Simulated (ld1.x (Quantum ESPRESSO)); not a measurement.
**indium: excitation energies, all-electron against TM**

indium, norm-conserving Troullier–Martins (Kleinman–Bylander form), made with ld1.x (Quantum ESPRESSO) 7.5 (PBE, fully relativistic). Core [Kr], reference 4d10 5s1.5 5p0 (charge +1.5). Waves: 5s (bound): rc 2.15 bohr; 5p (bound, empty): rc 2.20 bohr; 4d (bound): rc 1.45 bohr. Local part: the d channel. Core correction: none.

Open shells are filled in proportion to 2j + 1 (rel_dist='average').

Energies are relative to the spin-unpolarised reference configuration 4d10 5s1.5 5p0; without spin polarisation the order of configurations can differ from experiment. The d channel is local and has no spin–orbit splitting in the pseudo-atom.

```csv
valence configuration,charge,ΔE all-electron (eV),error AE − PS (meV)
4d10 5s2 5p0,+1,-8.524,+3.1
4d10 5s1 5p1,+1,-1.945,+1.3
4d9 5s2 5p2,0,4.390,-196
4d10 5s0 5p0,+3,39.031,+55
4d10 5s1 5p2,0,-8.069,+7.0
```

Q: What are ΔE and the potential's error for 4d10 5s1 5p0?

A: ΔE = 10.711 eV all-electron; the error (AE − PS) is +4.4 meV.

Q: What are ΔE and the potential's error for 4d10 5s2 5p1?

A: ΔE = -13.898 eV all-electron; the error (AE − PS) is +11 meV.

Note: ghost states, extra bound levels that the all-electron valence spectrum of the same l lacks: s at -173.7 eV, p3/2 at -62.7 eV, p1/2 at -58.3 eV. A true bound ghost makes a file unfit for plane-wave use. The potential misses its own reference levels by up to 0.5 eV.
